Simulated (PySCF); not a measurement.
C3H6O2Si, SMILES O[SiH2][C@@H]1C=CO1.

Geometry optimised at B3LYP-D3(BJ)/def2-SVP. The structure was generated by enumeration; whether it is a known compound was not checked. The values are those of a single conformer.

Level of theory: B3LYP-D3(BJ)/def2-SVP (PySCF 2.14.0).

Frequencies are harmonic and unscaled.

Computed normal modes with their intensities:
| mode | ν (cm⁻¹) | IR (km/mol) | Raman (Å⁴/amu) | depolarisation | moving atoms (share of kinetic energy) |
|---|---|---|---|---|---|
| 1 | 59 | 5.7 | 0.3 | 0.69 | O 55 %, H 20 %, C 16 %, Si 9 % |
| 2 | 144 | 3.5 | 0.4 | 0.72 | O 43 %, C 24 %, H 21 %, Si 12 % |
| 3 | 177 | 2.3 | 1.7 | 0.61 | C 41 %, H 30 %, Si 20 %, O 9 % |
| 4 | 278 | 49.6 | 4.3 | 0.73 | H 64 %, C 18 %, O 13 % |
| 5 | 328 | 86.9 | 2.2 | 0.53 | H 35 %, O 34 %, C 22 %, Si 9 % |
| 6 | 483 | 52.7 | 5.0 | 0.13 | C 33 %, O 23 %, Si 23 %, H 20 % |
| 7 | 568 | 40.9 | 5.7 | 0.68 | H 70 %, Si 18 % |
| 8 | 702 | 39.1 | 1.9 | 0.74 | H 83 %, C 13 % |
| 9 | 715 | 37.5 | 9.4 | 0.59 | H 84 % |
| 10 | 801 | 46.0 | 4.9 | 0.19 | H 37 %, C 37 %, O 15 %, Si 11 % |
| 11 | 842 | 98.3 | 8.5 | 0.61 | H 49 %, O 34 %, Si 9 % |
| 12 | 868 | 18.5 | 1.2 | 0.73 | O 41 %, C 40 %, H 18 % |
| 13 | 875 | 3.0 | 2.3 | 0.55 | H 59 %, C 35 % |
| 14 | 903 | 70.1 | 10.5 | 0.72 | H 68 %, O 20 %, Si 10 % |
| 15 | 912 | 276.5 | 9.0 | 0.59 | H 67 %, Si 17 %, O 10 % |
| 16 | 940 | 21.5 | 6.6 | 0.74 | C 49 %, H 47 % |
| 17 | 961 | 81.7 | 8.5 | 0.65 | H 80 %, Si 13 % |
| 18 | 968 | 42.3 | 2.4 | 0.64 | C 48 %, H 34 %, O 16 % |
| 19 | 1053 | 60.8 | 6.4 | 0.74 | H 60 %, C 23 %, O 17 % |
| 20 | 1137 | 5.3 | 16.5 | 0.26 | H 61 %, C 25 %, O 13 % |
| 21 | 1171 | 8.8 | 7.5 | 0.52 | H 60 %, C 35 % |
| 22 | 1221 | 28.3 | 5.2 | 0.72 | C 49 %, H 43 % |
| 23 | 1298 | 12.2 | 3.8 | 0.23 | H 49 %, C 42 %, O 9 % |
| 24 | 1617 | 11.6 | 25.9 | 0.08 | C 87 %, H 13 % |
| 25 | 2227 | 106.6 | 101.3 | 0.17 | H 97 % |
| 26 | 2254 | 131.2 | 128.7 | 0.26 | H 97 % |
| 27 | 3077 | 10.2 | 125.5 | 0.32 | H 92 % |
| 28 | 3219 | 4.6 | 122.1 | 0.43 | H 91 %, C 9 % |
| 29 | 3285 | 1.5 | 97.1 | 0.18 | H 90 %, C 10 % |
| 30 | 3860 | 85.5 | 70.5 | 0.27 | H 94 % |
